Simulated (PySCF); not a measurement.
Monobromosilylene, BrHSi (singlet state).
Bonds: Si1–Br2. Hydrogens: H3 on Si1.

All values: PBE0/def2-SVPD (PySCF, non-relativistic), on one gas-phase PBE0-D3(BJ)/def2-SVP geometry that isn't relaxed in the solvent. The solvent is an IEF-PCM continuum (cavity from Bondi-type radii × 1.2), and excitations are vertical TDDFT with non-equilibrium linear response and a frozen core. Specific hydrogen bonds and non-electrostatic terms are outside this model. Spin–orbit coupling is left out although an atom past zinc is present.

Gas-phase singlets (H = HOMO, L = LUMO):

```json
{"state": "S1", "E (eV)": "2.526", "λ (nm)": "491", "f": "0.010", "leading configuration": "H→L 99%"}
{"state": "S2", "E (eV)": "4.472", "λ (nm)": "277", "f": "0.007", "leading configuration": "H-1→L 99%"}
{"state": "S3", "E (eV)": "5.044", "λ (nm)": "246", "f": "0.003", "leading configuration": "H-2→L 69%"}
{"state": "S4", "E (eV)": "5.416", "λ (nm)": "229", "f": "0.151", "leading configuration": "H→L+1 66%"}
{"state": "S5", "E (eV)": "5.582", "λ (nm)": "222", "f": "0.001", "leading configuration": "H-3→L 100%"}
```

**Question.** What are the lowest 5 singlets in benzene (ε = 2.271)?

**Answer.** 
| state | E (eV) | λ (nm) | f | leading configuration | change by rank (eV) |
| --- | --- | --- | --- | --- | --- |
| S1 | 2.537 | 489 | 0.012 | H→L 99% | +0.011 |
| S2 | 4.550 | 273 | 0.009 | H-1→L 100% | +0.078 |
| S3 | 5.074 | 244 | 0.002 | H-2→L 66% | +0.030 |
| S4 | 5.364 | 231 | 0.222 | H→L+1 64% | -0.052 |
| S5 | 5.630 | 220 | 0.001 | H-3→L 100% | +0.048 |

**Question.** How does the list change in chloroform (ε = 4.711)?

**Answer.** 
| state | E (eV) | λ (nm) | f | leading configuration | change by rank (eV) |
| --- | --- | --- | --- | --- | --- |
| S1 | 2.577 | 481 | 0.012 | H→L 99% | +0.051 |
| S2 | 4.608 | 269 | 0.009 | H-1→L 100% | +0.136 |
| S3 | 5.112 | 243 | 0.001 | H-2→L 62% | +0.068 |
| S4 | 5.396 | 230 | 0.219 | H→L+1 60% | -0.020 |
| S5 | 5.671 | 219 | 0.001 | H-3→L 100% | +0.089 |

**Question.** The ground-state energy changes by -0.045 eV from gas to chloroform. By how much does the total energy of gas-phase S1 change?

**Answer.** E(S1) = E(S0) + excitation energy, so it changes by -0.045 + 0.051 = +0.006 eV: it isn't lowered at all, while the ground state is. This is the vertical state, with the slow part of the continuum still set for S0.

**Question.** How do the frontier levels move from gas to chloroform?

**Answer.** 
```csv
orbital,gas (eV),solvent (eV),change (eV)
LUMO+2,0.58,0.63,+0.05
LUMO+1,-0.51,-0.42,+0.09
LUMO,-3.15,-2.99,+0.16
HOMO,-7.01,-6.95,+0.06
HOMO-1,-9.01,-9.01,0.00
HOMO-2,-9.18,-9.17,+0.01
HOMO-3,-10.31,-10.26,+0.05
```

The HOMO–LUMO gap goes from 3.86 to 3.95 eV.

The run took about 4 s of CPU time (one thread, shared machine). This is the whole response run at PBE0/def2-SVPD in chloroform, SCF included.
